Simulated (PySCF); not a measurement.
**Correlation energy of Hf (hafnium, neutral)**

[Xe] 4f14 5d2 6s1 6p1, one real determinant (an excited configuration). All numbers are calculated (PySCF 2.14, scalar relativity by spin-free X2C-1e, in x2c-TZVPPall with one added diffuse shell each of s, p, d, f type (12s8p8d4f1g, 113 functions)). Frozen: [Xe] 4f14; 4 electrons correlated.

```json
{"level": "CCSD", "correlation energy (mhartree)": "-26.16"}
{"level": "(T)", "correlation energy (mhartree)": "-1.80"}
{"level": "CCSD(T)", "correlation energy (mhartree)": "-27.96"}
```

Diagnostics: T1 = 0.028, D1 = 0.0741, largest double amplitude 0.167.

The real determinant used has ⟨L²⟩ near 14 against 20 for a pure G term, so it mixes terms. Spin-orbit coupling, absent here, splits the open shell strongly. A double-excitation amplitude exceeds 0.15, a sign of near-degeneracy.

Cost of the coupled-cluster step: roughly 8 core-seconds, for 4 correlated electrons.

The reference is one real determinant that mixes LS terms of this configuration.
